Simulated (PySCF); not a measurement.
This PySCF input asks for the NMR shieldings of SMILES N#CC[C@@H]([SiH3])/C(F)=C\F, C₅H₇F₂NSi; the geometry comes from GFN2-xTB.

```python
import basis_set_exchange as bse
import numpy as np
from pyscf import gto, dft
from pyscf.prop import nmr

atoms = """
N    -2.661131    2.277914   -0.550161
C    -1.754883    1.631872   -0.810497
C    -0.603312    0.831214   -1.129843
C     0.029512    0.228543    0.137118
Si   -1.174456   -0.991945    1.030263
C     1.276743   -0.490344   -0.217997
F     1.143885   -1.403437   -1.209844
C     2.477047   -0.376297    0.333801
F     2.699164    0.506996    1.321128
H     0.118974    1.472941   -1.648012
H    -0.907016    0.035691   -1.816814
H     0.298574    1.036702    0.821525
H    -1.443433   -2.084231    0.095918
H    -2.384904   -0.247539    1.354417
H    -0.472270   -1.472388    2.217656
H     3.349907   -0.946748    0.059930
"""
names = dict.fromkeys(["N", "C", "Si", "F", "H"], "pcSseg-1")
basis = {el: gto.basis.parse(bse.get_basis(n, elements=[el], fmt="nwchem")) for el, n in names.items()}
mol = gto.M(atom=atoms, basis=basis, charge=0, verbose=0)
mf = dft.RKS(mol, xc="PBE0")
mf.grids.level = 2
mf.grids.alignment = dft.numint.BLKSIZE   # the property module wants whole blocks of grid points
mf.conv_tol = 1e-9
mf.kernel()

calc = nmr.RKS(mf)   # GIAO
C = mf.mo_coeff
Co = C[:, mf.mo_occ > 0]
resp = mf.gen_response(singlet=True, hermi=2)
def vind(x):   # induced exchange potential for any number of trial vectors
    d = np.einsum("pi,xij,qj->xpq", C, 2 * x.reshape(-1, C.shape[1], Co.shape[1]), Co, optimize=True)
    return np.einsum("xpq,pi,qj->xij", resp(d - d.transpose(0, 2, 1)), C, Co, optimize=True).ravel()
mo1, _ = nmr.rhf.solve_mo1(calc, with_cphf=vind)
sigma = calc.kernel(mo1)
for i, s in enumerate(sigma):   # ppm
    w = np.linalg.eigvalsh((s + s.T) / 2)
    print("%2d %-2s iso %8.1f  s11 %8.1f  s22 %8.1f  s33 %8.1f" % (i, mol.atom_pure_symbol(i), w.mean(), *w))
```

Q: Give the expected output.

A: 
```
 0 N  iso    -37.6  s11   -207.2  s22   -200.1  s33    294.5
 1 C  iso     63.6  s11    -54.0  s22    -47.9  s33    292.8
 2 C  iso    168.6  s11    153.4  s22    170.8  s33    181.8
 3 C  iso    163.9  s11    148.7  s22    163.9  s33    179.0
 4 Si iso    413.6  s11    382.6  s22    403.4  s33    454.9
 5 C  iso     21.0  s11    -64.4  s22     51.1  s33     76.2
 6 F  iso    348.1  s11    282.0  s22    353.4  s33    408.9
 7 C  iso     38.8  s11    -32.4  s22     62.7  s33     86.1
 8 F  iso    352.6  s11    284.2  s22    349.4  s33    424.1
 9 H  iso     29.1  s11     23.8  s22     28.2  s33     35.3
10 H  iso     29.0  s11     24.3  s22     29.2  s33     33.6
11 H  iso     28.9  s11     24.9  s22     28.1  s33     33.6
12 H  iso     27.7  s11     24.3  s22     26.4  s33     32.2
13 H  iso     27.1  s11     23.1  s22     26.5  s33     31.8
14 H  iso     27.8  s11     24.2  s22     26.1  s33     33.1
15 H  iso     24.2  s11     21.9  s22     23.9  s33     26.9
```

These numbers come from an equivalent density-fitted implementation of the same equations, which agrees with the script to about 0.01 ppm for H and up to a few tenths of a ppm for heavy atoms, so last digits may differ.

Q: Turn these shieldings into chemical shifts. Scale: ¹⁵N (267.73 ppm) against NH3; TMS for ¹³C (186.93 ppm), ²⁹Si (349.16 ppm), ¹H (31.72 ppm); ¹⁹F (170.95 ppm) vs CFCl3 (reference shieldings calculated alike).

A: Averaging equivalent atoms: N 0: 305.3; C 5: 166.0; C 7: 148.2; C 1: 123.3; C 3: 23.1; C 2: 18.3; Si 4: -64.5; F 6: -177.2; F 8: -181.6; H 15: 7.50; H 12/13/14: 4.19; H 11: 2.85; H 10: 2.69; H 9: 2.64 ppm. Unscaled 19F shifts against computed CFCl3 carry errors that often reach 10 to 50 ppm. Experimental scales use liquid or dissolved standards, which lie at an offset from isolated NH3 (liquid NH3: subtract about 20 ppm). Unscaled 15N shifts of sp2 nitrogen come out 20 to 40 ppm too high even then.

Size and cost of the density-fitted run: 195 basis functions, 82 s wall time on 1 thread of an Arm Neoverse N1, shared host; peak memory 0.86 GiB.
